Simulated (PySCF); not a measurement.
Cs⁴³⁺: ionisation energy

Cs⁴³⁺ [Ne] 3s2 → Cs⁴⁴⁺ [Ne] 3s1 [3s1/2^1, M_J = 1/2], as a difference of total energies. Calculation: PySCF 2.14, in an even-tempered Gaussian basis (18 s from 9.8 bohr⁻², ratio 2.4; 14 p from 13 bohr⁻², ratio 2.4; 4 d from 42 bohr⁻², ratio 2.6; 4 f from 63 bohr⁻², ratio 2.6); the two-component X2C-1e Hamiltonian. Correlated levels: 1s2 frozen; the 54 highest virtual spinors dropped. "Screened" scales the spin-orbit matrix elements by Boettger's factors to mimic the two-electron term; Breit and QED terms are absent.

```json
{"method": "GHF (spin-free)", "ionisation energy (eV)": "3394.2"}
{"method": "GHF (screened spin-orbit)", "ionisation energy (eV)": "3394.0"}
{"method": "GMP2 (screened spin-orbit)", "ionisation energy (eV)": "3397.6"}
```

**Question.** How much does correlation contribute at GMP2 (screened spin-orbit)?

**Answer.** 3397.6 − (3394.0) = 3.6 eV, measured against GHF (screened spin-orbit).

Breit and QED terms and the two-electron picture change are absent.

For comparison: 3392 ± 4 eV (theoretical estimate listed by NIST; NIST Atomic Spectra Database, ionization energies).
